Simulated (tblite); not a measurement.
A geometry optimisation, step by step.

C7H13NSi.
Numbering: `[H]/[N:5]=[C:4](/[CH2:3][CH2:2][CH3:1])[CH2:6][C:7]#[C:8][SiH3:9]` (hydrogens: H10, H11, H12 on C1; H13, H14 on C2; H15, H16 on C3; H17 on N5; H18, H19 on C6; H20, H21, H22 on Si9)

Computed with GFN2-xTB (tblite), gas phase: L-BFGS steps from a force-field or distance-geometry start until the largest atomic force falls under 0.01 eV/Å. 8 of its 123 geometries are shown.

Step 0: E = -712.3494 eV, largest atomic force 3.334 eV/Å
```
atom  x, y, z in Å  |  force x, y, z in eV/Å
C1     -1.657   -1.006   -1.222   -0.541  -0.137  -0.034
C2     -1.845    0.427   -0.728    0.364  -0.210   0.164
C3     -2.018    0.495    0.798   -0.331   0.391   0.385
C4     -0.783    0.107    1.552   -0.120  -3.051   1.338
N5     -0.759   -1.047    2.178    0.237   2.808  -1.456
C6      0.400    1.042    1.573    0.312   0.049  -0.119
C7      1.456    0.598    0.648   -0.873   0.386   0.773
C8      2.315    0.230   -0.104    0.794  -0.418  -0.763
Si9     3.628   -0.371   -1.300   -0.059   0.170   0.030
H10    -1.598   -1.012   -2.308    0.064  -0.012   0.010
H11    -2.520   -1.629   -0.935    0.374   0.265  -0.039
H12    -0.757   -1.463   -0.822    0.023   0.074   0.084
H13    -2.728    0.858   -1.192   -0.116   0.043  -0.060
H14    -0.975    1.023   -1.034   -0.117  -0.052   0.093
H15    -2.284    1.535    1.083    0.167  -0.330  -0.161
H16    -2.866   -0.137    1.118    0.479   0.052  -0.193
H17     0.155   -1.191    2.622   -0.318  -0.185   0.004
H18     0.067    2.046    1.312    0.087   0.186  -0.197
H19     0.796    1.089    2.604    0.048  -0.114  -0.316
H20     4.600    0.722   -1.571   -0.303  -0.200   0.137
H21     3.004   -0.778   -2.582    0.022   0.105   0.315
H22     4.360   -1.520   -0.727   -0.190   0.177   0.005
```

Step 17: E = -712.5420 eV, largest atomic force 0.088 eV/Å
```
atom  x, y, z in Å  |  force x, y, z in eV/Å
C1     -1.656   -1.000   -1.213    0.009  -0.006   0.010
C2     -1.825    0.429   -0.716    0.011   0.013  -0.004
C3     -1.996    0.495    0.807   -0.011   0.005  -0.003
C4     -0.760    0.081    1.547   -0.021  -0.059   0.023
N5     -0.764   -1.028    2.138    0.002   0.050  -0.023
C6      0.412    1.056    1.534   -0.048   0.005   0.020
C7      1.438    0.602    0.617    0.033  -0.010  -0.016
C8      2.298    0.207   -0.130   -0.076   0.019   0.040
Si9     3.609   -0.366   -1.290   -0.004   0.005  -0.016
H10    -1.581   -1.017   -2.298    0.013   0.005   0.009
H11    -2.507   -1.609   -0.917   -0.003   0.004   0.006
H12    -0.757   -1.446   -0.796    0.017   0.001   0.013
H13    -2.711    0.869   -1.178   -0.010   0.006  -0.003
H14    -0.961    1.023   -1.021    0.039   0.012   0.014
H15    -2.255    1.518    1.093    0.001  -0.005   0.005
H16    -2.806   -0.171    1.107    0.004   0.003  -0.014
H17     0.094   -1.275    2.627    0.032  -0.011  -0.006
H18     0.082    2.057    1.247   -0.019   0.001  -0.031
H19     0.840    1.107    2.542    0.013  -0.003   0.005
H20     4.537    0.747   -1.518   -0.004  -0.008  -0.002
H21     2.953   -0.759   -2.539    0.014  -0.016  -0.025
H22     4.304   -1.500   -0.677    0.006  -0.012  -0.003
```

Step 35: E = -712.5482 eV, largest atomic force 0.046 eV/Å
```
atom  x, y, z in Å  |  force x, y, z in eV/Å
C1     -1.622   -0.988   -1.194    0.006  -0.008  -0.003
C2     -1.796    0.443   -0.703    0.004  -0.005   0.007
C3     -2.006    0.491    0.817   -0.011   0.005  -0.002
C4     -0.769    0.074    1.553   -0.016  -0.018   0.009
N5     -0.752   -1.043    2.126    0.001   0.044  -0.012
C6      0.390    1.064    1.525   -0.025  -0.011   0.021
C7      1.414    0.602    0.610    0.010  -0.005  -0.031
C8      2.248    0.188   -0.156   -0.022   0.017   0.029
Si9     3.577   -0.379   -1.300    0.012   0.004  -0.019
H10    -1.525   -1.011   -2.277    0.007   0.013  -0.010
H11    -2.479   -1.593   -0.909   -0.006  -0.002  -0.011
H12    -0.732   -1.434   -0.759    0.012   0.005   0.012
H13    -2.665    0.894   -1.189    0.002  -0.009   0.008
H14    -0.916    1.030   -0.975   -0.002   0.005  -0.004
H15    -2.274    1.508    1.115   -0.003  -0.001  -0.004
H16    -2.817   -0.182    1.093    0.008  -0.007  -0.008
H17     0.118   -1.287    2.595    0.010  -0.003   0.003
H18     0.044    2.055    1.219    0.012  -0.012   0.002
H19     0.820    1.135    2.530    0.019   0.010   0.010
H20     4.498    0.744   -1.510   -0.006  -0.017  -0.001
H21     2.964   -0.783   -2.569   -0.009  -0.002   0.006
H22     4.272   -1.507   -0.675   -0.001  -0.003  -0.002
```

Step 52: E = -712.5522 eV, largest atomic force 0.062 eV/Å
```
atom  x, y, z in Å  |  force x, y, z in eV/Å
C1     -1.541   -0.968   -1.201   -0.007   0.009   0.004
C2     -1.775    0.448   -0.691   -0.003   0.026   0.002
C3     -2.016    0.473    0.823    0.001  -0.005   0.013
C4     -0.778    0.086    1.573    0.007  -0.061  -0.007
N5     -0.744   -1.029    2.149   -0.024   0.009   0.013
C6      0.374    1.081    1.534   -0.011   0.007   0.012
C7      1.380    0.624    0.596    0.031  -0.041  -0.012
C8      2.205    0.191   -0.169    0.012   0.031   0.019
Si9     3.517   -0.406   -1.318    0.016  -0.005  -0.031
H10    -1.357   -0.961   -2.273   -0.013   0.002  -0.001
H11    -2.413   -1.587   -1.000    0.005  -0.021  -0.015
H12    -0.683   -1.418   -0.708    0.004   0.027   0.010
H13    -2.649    0.875   -1.187   -0.021  -0.008  -0.029
H14    -0.915    1.071   -0.939    0.033   0.003  -0.009
H15    -2.328    1.476    1.128    0.027   0.005  -0.008
H16    -2.810   -0.231    1.077    0.009  -0.021   0.005
H17     0.129   -1.262    2.618    0.004   0.017   0.006
H18     0.023    2.073    1.242   -0.019   0.026  -0.009
H19     0.829    1.146    2.527    0.002   0.008   0.031
H20     4.465    0.690   -1.553   -0.042  -0.017   0.002
H21     2.870   -0.815   -2.568    0.012   0.004   0.002
H22     4.207   -1.538   -0.693   -0.023   0.004   0.002
```

Step 70: E = -712.5569 eV, largest atomic force 0.033 eV/Å
```
atom  x, y, z in Å  |  force x, y, z in eV/Å
C1     -1.441   -0.936   -1.220    0.006   0.002  -0.003
C2     -1.748    0.458   -0.690   -0.010  -0.004   0.004
C3     -2.013    0.441    0.821    0.002   0.006  -0.014
C4     -0.781    0.084    1.596   -0.006  -0.022  -0.011
N5     -0.745   -1.013    2.205   -0.005   0.011   0.006
C6      0.359    1.094    1.553   -0.026   0.008   0.018
C7      1.363    0.637    0.613   -0.006  -0.012  -0.010
C8      2.174    0.210   -0.170   -0.008   0.004   0.005
Si9     3.433   -0.438   -1.349    0.018  -0.013  -0.023
H10    -1.177   -0.894   -2.273   -0.004   0.014  -0.021
H11    -2.303   -1.588   -1.106   -0.004   0.001   0.025
H12    -0.608   -1.373   -0.674    0.020  -0.001  -0.003
H13    -2.635    0.853   -1.191    0.014   0.007  -0.017
H14    -0.911    1.123   -0.915   -0.016  -0.016   0.016
H15    -2.360    1.427    1.141    0.000  -0.003  -0.004
H16    -2.787   -0.295    1.047    0.024   0.010   0.001
H17     0.123   -1.217    2.698    0.002  -0.005   0.012
H18    -0.004    2.079    1.254   -0.013   0.019  -0.005
H19     0.812    1.172    2.547    0.013  -0.001   0.018
H20     4.397    0.632   -1.628   -0.011  -0.019   0.007
H21     2.752   -0.852   -2.579   -0.008   0.010   0.003
H22     4.088   -1.585   -0.714    0.017   0.007  -0.007
```

Step 87: E = -712.5619 eV, largest atomic force 0.026 eV/Å
```
atom  x, y, z in Å  |  force x, y, z in eV/Å
C1     -1.340   -0.910   -1.249   -0.009   0.008  -0.001
C2     -1.701    0.461   -0.693    0.003  -0.001  -0.001
C3     -2.004    0.409    0.809   -0.008   0.009  -0.006
C4     -0.791    0.085    1.629   -0.009  -0.012  -0.009
N5     -0.775   -0.983    2.288   -0.001   0.002   0.006
C6      0.343    1.101    1.578   -0.011  -0.002   0.008
C7      1.341    0.638    0.634   -0.011  -0.005  -0.006
C8      2.141    0.200   -0.154    0.001   0.000  -0.001
Si9     3.349   -0.468   -1.376    0.008   0.004  -0.008
H10    -1.130   -0.838   -2.314    0.014  -0.017   0.013
H11    -2.161   -1.610   -1.106    0.009   0.010   0.015
H12    -0.460   -1.304   -0.747   -0.014   0.009  -0.019
H13    -2.583    0.846   -1.209    0.015  -0.017  -0.006
H14    -0.875    1.150   -0.884   -0.016   0.008   0.001
H15    -2.390    1.380    1.131   -0.005   0.011   0.004
H16    -2.763   -0.349    1.006    0.014  -0.004  -0.005
H17     0.073   -1.161    2.822    0.006  -0.001   0.001
H18    -0.032    2.081    1.272    0.013   0.013   0.001
H19     0.801    1.192    2.569    0.007  -0.010   0.011
H20     4.321    0.583   -1.691   -0.006   0.003   0.002
H21     2.605   -0.860   -2.576    0.005  -0.003   0.003
H22     4.019   -1.624   -0.774   -0.005  -0.003  -0.003
```

Step 105: E = -712.5630 eV, largest atomic force 0.021 eV/Å
```
atom  x, y, z in Å  |  force x, y, z in eV/Å
C1     -1.314   -0.904   -1.244    0.000  -0.005  -0.004
C2     -1.692    0.466   -0.698    0.006  -0.004  -0.002
C3     -2.005    0.410    0.801    0.007  -0.002   0.003
C4     -0.799    0.090    1.632    0.005  -0.006   0.001
N5     -0.790   -0.974    2.298   -0.003   0.007   0.000
C6      0.343    1.098    1.588   -0.003   0.001   0.003
C7      1.332    0.634    0.634   -0.005  -0.008  -0.009
C8      2.125    0.193   -0.160   -0.002   0.006   0.004
Si9     3.329   -0.472   -1.387   -0.001   0.005  -0.003
H10    -1.115   -0.845   -2.312    0.001  -0.002   0.001
H11    -2.121   -1.614   -1.080    0.008  -0.005  -0.002
H12    -0.421   -1.278   -0.749   -0.006   0.006   0.000
H13    -2.577    0.835   -1.222    0.004  -0.005   0.001
H14    -0.876    1.166   -0.886    0.001   0.006   0.000
H15    -2.403    1.377    1.123    0.005  -0.003   0.002
H16    -2.756   -0.358    0.988   -0.009   0.016   0.010
H17     0.054   -1.150    2.840   -0.008  -0.005  -0.003
H18    -0.020    2.086    1.295   -0.004   0.001  -0.004
H19     0.808    1.169    2.577    0.002  -0.003   0.003
H20     4.298    0.583   -1.699    0.000   0.000  -0.003
H21     2.586   -0.865   -2.587    0.004   0.001   0.006
H22     4.002   -1.629   -0.788   -0.002  -0.001  -0.003
```

Step 122: E = -712.5639 eV, largest atomic force 0.009 eV/Å
```
atom  x, y, z in Å  |  force x, y, z in eV/Å
C1     -1.298   -0.910   -1.231    0.001   0.000  -0.002
C2     -1.692    0.462   -0.702    0.001   0.000  -0.001
C3     -2.006    0.428    0.798    0.001   0.001   0.001
C4     -0.808    0.089    1.633   -0.001  -0.001  -0.001
N5     -0.819   -0.975    2.298    0.000   0.001   0.000
C6      0.345    1.083    1.593   -0.004  -0.002   0.001
C7      1.325    0.625    0.628    0.007  -0.004  -0.005
C8      2.117    0.194   -0.172   -0.004   0.002   0.007
Si9     3.328   -0.463   -1.398    0.001  -0.001  -0.003
H10    -1.116   -0.864   -2.302    0.000  -0.001  -0.001
H11    -2.089   -1.632   -1.043    0.005   0.003   0.003
H12    -0.390   -1.260   -0.745   -0.008  -0.001   0.005
H13    -2.580    0.815   -1.231    0.001  -0.001  -0.002
H14    -0.883    1.170   -0.898    0.004  -0.003  -0.001
H15    -2.382    1.407    1.109   -0.002   0.002   0.002
H16    -2.776   -0.319    0.993    0.002   0.000   0.000
H17     0.020   -1.165    2.844   -0.001   0.001  -0.001
H18    -0.010    2.079    1.317    0.002  -0.001  -0.003
H19     0.818    1.137    2.580   -0.003  -0.001   0.001
H20     4.292    0.598   -1.704    0.000  -0.001  -0.002
H21     2.594   -0.860   -2.603   -0.003   0.005   0.005
H22     4.001   -1.618   -0.798    0.001   0.002  -0.003
```

**Question.** Summarise the path.

**Answer.** The energy falls by 0.2145 eV from step 0 to step 122; nine tenths of that is first reached at step 19. It falls at every step. The largest force goes from 3.334 to 0.009 eV/Å. Among the bonds C4=N5 changes most, from 1.313 to 1.255 Å; the atoms move by 0.277 Å rms after alignment.

What follows is the cost of the whole relaxation. The run took 1.1 s wall on one thread, Arm Neoverse V1 (aarch64), on a shared host.
